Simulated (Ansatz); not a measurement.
```yaml
crystal:
  periodic: [false, false, false]
  atoms:
    - {symbol: O, position_ang: [0.181929, -2.152481, 1.013478]}
    - {symbol: C, position_ang: [0.469572, -1.176959, 0.462977]}
    - {symbol: B, position_ang: [0.765681, 0.054794, -0.216478]}
    - {symbol: Al, position_ang: [-0.914271, 1.026045, -0.307474]}
    - {symbol: H, position_ang: [1.830673, 0.385346, -0.628059]}
    - {symbol: H, position_ang: [-2.291585, 1.799355, -0.370645]}
basis:
  gaussian: {orbitals: def2-mTZVP}
total_charge: -3
magnetization: {spin_polarized: true, initial_magnetization: 1}
hamiltonian: {xc: {name: wB97}}
output: {forces: true}
```

```sh
$ ansatz run in.yaml --threads 2 --pin off --events-out ev --progress --plain --max-ram 4352MiB
```

Output, abridged:

```
Functional definition: wB97
829 factors; their error is unknown
305 factors; integrals over basis functions are off by at most 2.8e-5 eV
mean field evaluation 1: about -10310.8795 eV, gradient 9.7e1 eV
mean field evaluation 2: about -10092.9569 eV, gradient 2.1e2 eV
mean field evaluation 4: about -10370.6750 eV, gradient 1.5e1 eV
mean field evaluation 8: about -10372.6913 eV, gradient 8.0e-1 eV
mean field evaluation 16: about -10372.7661 eV, gradient 5.7e-2 eV
mean field evaluation 32: about -10373.0506 eV, gradient 9.6e-1 eV
mean field evaluation 64: about -10373.1416 eV, gradient 2.8e-1 eV
mean field evaluation 96: about -10373.1538 eV, gradient 1.7e-1 eV
mean field evaluation 128: about -10373.1622 eV, gradient 1.8e-1 eV
mean field -10373.21567320 eV, -381.2086447721 hartree, gradient 2.3e-6 eV, S^2 1.371255; 16 other end points of the search recorded, 0 dependent functions left out
reference -10373.21566691 eV, -381.2086445407 hartree; 19, 18 occupied and 71, 72 virtual orbitals, 829 factors
Total energy: -10373.21566691 eV, -381.2086445407 hartree
Atom 0 at     0.181929    -2.152481     1.013478 Å, force    -1.485971    -5.718243     3.180235 eV/Å
Atom 1 at     0.469572    -1.176959     0.462977 Å, force     2.040506     5.692006    -3.296015 eV/Å
Atom 2 at     0.765681     0.054794    -0.216478 Å, force     1.247228    -2.027688     0.715399 eV/Å
Atom 3 at    -0.914271     1.026045    -0.307474 Å, force    -1.622692     1.659738    -0.445964 eV/Å
Atom 4 at     1.830673     0.385346    -0.628059 Å, force     0.899151    -0.012728    -0.202780 eV/Å
Atom 5 at    -2.291585     1.799355    -0.370645 Å, force    -1.078222     0.406914     0.049125 eV/Å
Dipole moment:     1.056894    -2.213088     0.851522 e Å
```

Task: What is wrong with this run?

Result: The charge is far from anything that the molecule holds. Self-consistency was reached. The result belongs to that input, not to the molecule as meant.
